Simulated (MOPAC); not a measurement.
MOPAC input (PM7):

```
PM7 1SCF UHF MS=0.5 GEO-OK AUX(PRECISION=9) THREADS=1
HCl2SSi

S     1.41574400 1   -0.31348400 1    1.36759200 1
Si    0.10349000 1   -0.43784700 1   -0.32324800 1
Cl   -1.79599400 1   -0.58385600 1    0.47088500 1
Cl    0.23116500 1    1.24497200 1   -1.52731000 1
H     2.50133500 1   -0.09336000 1    0.60322100 1
```

Output:

```
 *******************************************************************************
 **                                                                           **
 **                              MOPAC v23.2.5                                **
 **                                                                           **
 *******************************************************************************
 ** MOPAC's Digital Object Identifier: https://doi.org/10.5281/zenodo.6511958 **
 **                                                                           **
 ** Please cite the open-source release paper for use of this MOPAC version:  **
 ** J. E. Moussa and J. J. P. Stewart (2026)                                  **
 ** MOPAC: An open-source semiempirical molecular orbital program             **
 ** J. Open Source Softw., 11(119), 8025, https://doi.org/10.21105/joss.08025 **
 *******************************************************************************

                              PM7 CALCULATION RESULTS

 *******************************************************************************
 *  PM7        - The PM7 Hamiltonian to be used
 *  GEO-OK     - OVERRIDE INTERATOMIC DISTANCE AND OTHER SAFETY CHECKS
 *  UHF        - UNRESTRICTED HARTREE-FOCK CALCULATION
 *  MS=        - IN MECI, MAGNETIC COMPONENT OF SPIN =  0.5
 *  1SCF       - DO 1 SCF AND THEN STOP
 *  AUX        - OUTPUT AUXILIARY INFORMATION
 *******************************************************************************
PM7 1SCF UHF MS=0.5 GEO-OK AUX(PRECISION=9) THREADS=1
 HCl2SSi

   ATOM   CHEMICAL          X               Y               Z
  NUMBER   SYMBOL      (ANGSTROMS)     (ANGSTROMS)     (ANGSTROMS)

     1       S          1.41574400  *  -0.31348400  *   1.36759200  *
     2      Si          0.10349000  *  -0.43784700  *  -0.32324800  *
     3      Cl         -1.79599400  *  -0.58385600  *   0.47088500  *
     4      Cl          0.23116500  *   1.24497200  *  -1.52731000  *
     5       H          2.50133500  *  -0.09336000  *   0.60322100  *

          CARTESIAN COORDINATES

    NO.       ATOM           X           Y           Z

     1         S          1.4157     -0.3135      1.3676
     2        Si          0.1035     -0.4378     -0.3232
     3        Cl         -1.7960     -0.5839      0.4709
     4        Cl          0.2312      1.2450     -1.5273
     5         H          2.5013     -0.0934      0.6032

 General Reference for PM7:
 "Optimization of Parameters for Semiempirical Methods VI: More Modifications to the
 NDDO Approximations and Re-optimization of Parameters", J. J. P. Stewart, J. Mol. Mod., 1:32, 19 (2013)
 https://link.springer.com/article/10.1007/s00894-012-1667-x

           Empirical Formula: H S Si Cl2  =     5 atoms

      MOLECULAR POINT GROUP   :   C1

          UHF CALCULATION, NO. OF ALPHA ELECTRONS =   13
                           NO. OF BETA  ELECTRONS =   12

 -------------------------------------------------------------------------------
 PM7 1SCF UHF MS=0.5 GEO-OK AUX(PRECISION=9) THREADS=1
 HCl2SSi

     1SCF WAS SPECIFIED, SO BFGS WAS NOT USED
     SCF FIELD WAS ACHIEVED

                              PM7 CALCULATION
                                                       MOPAC v23.2.5 Linux

          FINAL HEAT OF FORMATION =        -55.24247 KCAL/MOL =    -231.13448 KJ/MOL

          COSMO AREA              =        134.36 SQUARE ANGSTROMS
          COSMO VOLUME            =        128.70 CUBIC ANGSTROMS

          IONIZATION POTENTIAL    =          9.757431 EV
          ALPHA SOMO LUMO (EV)    =         -9.757 -1.815
          BETA  SOMO LUMO (EV)    =        -10.047 -2.614
          NO. OF ALPHA ELECTRONS  =         13
          NO. OF BETA  ELECTRONS  =         12
          MOLECULAR WEIGHT        =        132.0594         POINT GROUP:  C1

          MOLECULAR DIMENSIONS (Angstroms)

            Atom       Atom       Distance
            H     5   Cl     3     4.32725
            S     1   Cl     4     3.32087
            S     1   Si     2     0.81418

          SCF CALCULATIONS        =          1

   ATOM   CHEMICAL          X               Y               Z
  NUMBER   SYMBOL      (ANGSTROMS)     (ANGSTROMS)     (ANGSTROMS)

     1       S          1.41574400  *  -0.31348400  *   1.36759200  *
     2      Si          0.10349000  *  -0.43784700  *  -0.32324800  *
     3      Cl         -1.79599400  *  -0.58385600  *   0.47088500  *
     4      Cl          0.23116500  *   1.24497200  *  -1.52731000  *
     5       H          2.50133500  *  -0.09336000  *   0.60322100  *

                             CARTESIAN COORDINATES

   1    S        1.415744000    -0.313484000     1.367592000
   2   Si        0.103490000    -0.437847000    -0.323248000
   3   Cl       -1.795994000    -0.583856000     0.470885000
   4   Cl        0.231165000     1.244972000    -1.527310000
   5    H        2.501335000    -0.093360000     0.603221000

           Empirical Formula: H S Si Cl2  =     5 atoms

      MOLECULAR POINT GROUP   :   C1

          ALPHA EIGENVALUES
 -27.92897 -26.06307 -25.68441 -15.46098 -14.64109 -13.81017 -13.27636 -12.74070
 -12.06075 -11.73240 -11.65775 -10.80135  -9.75743  -1.81542  -1.56557  -1.07268
  -0.65284  -0.55383  -0.53361  -0.45512   1.80039   2.69336  19.00075  19.01703
  19.14976  19.37393  19.45444  68.76828  68.94007  69.22308  69.56212  69.58396
  69.70972  69.86761  69.88948  70.29194  70.35546

           BETA EIGENVALUES
 -27.82127 -25.92652 -25.54425 -15.53905 -14.59464 -13.75934 -12.71303 -12.47109
 -11.93338 -11.69326 -11.46088 -10.04737  -2.61430  -1.72944  -1.46303  -1.04395
  -0.62968  -0.51880  -0.47817  -0.40899   1.97789   2.77969  19.33139  19.39104
  19.46579  19.57409  19.66682  68.77177  68.95621  69.22799  69.58558  69.61036
  69.71384  69.88051  69.90510  70.31287  70.38379

              NET ATOMIC CHARGES AND DIPOLE CONTRIBUTIONS

  ATOM NO.   TYPE          CHARGE      No. of ELECS.   s-Pop       p-Pop       d-Pop
    1          S          -0.145235        6.1452     1.87397     4.16494     0.10632
    2         Si           0.249679        3.7503     0.79781     2.77323     0.17928
    3         Cl          -0.126678        7.1267     1.98008     5.14469     0.00191
    4         Cl          -0.151221        7.1512     1.98053     5.16880     0.00189
    5          H           0.173455        0.8265     0.82655
 DIPOLE           X         Y         Z       TOTAL
 POINT-CHG.     2.145    -0.933    -0.016     2.340
 HYBRID         0.024    -0.262    -0.609     0.663
 SUM            2.169    -1.195    -0.625     2.554

          ATOMIC ORBITAL ELECTRON POPULATIONS

     Atom    s        px        py        pz      x^2-y^2     xz        z^2       yz        xy
    1  S   1.87397   1.12516   1.84830   1.19148   0.01954   0.06122   0.01148   0.01034   0.00374
    2 Si   0.79781   0.84892   1.00192   0.92239   0.03139   0.04364   0.03666   0.02942   0.03818
    3 Cl   1.98008   1.38093   1.93327   1.83049   0.00080   0.00057   0.00021   0.00011   0.00022
    4 Cl   1.98053   1.93601   1.48270   1.75009   0.00036   0.00027   0.00021   0.00084   0.00020
    5  H   0.82655

                    (SZ)    =    0.500000
                    (S**2)  =    0.755807

          ATOMIC ORBITAL SPIN POPULATIONS

    Atom   Total    s     px     py     pz   x^2-y^2  xz     z^2    yz     xy
         Atomic
    1  S  0.0690  0.003  0.009  0.071 -0.014  0.003 -0.000  0.001 -0.003  0.000
    2 Si  0.8696  0.105  0.035  0.463  0.270 -0.000 -0.000 -0.001 -0.000 -0.001
    3 Cl  0.0329  0.001 -0.000  0.029  0.003  0.000  0.000  0.000  0.000 -0.000
    4 Cl  0.0274  0.001  0.002  0.002  0.022  0.000 -0.000  0.000  0.000  0.000
    5  H  0.0010  0.001

 **********************
 *                    *
 * JOB ENDED NORMALLY *
 *                    *
 **********************

 == MOPAC DONE ==
```

The geometry given is a B3LYP-D3(BJ)/def2-TZVP minimum.
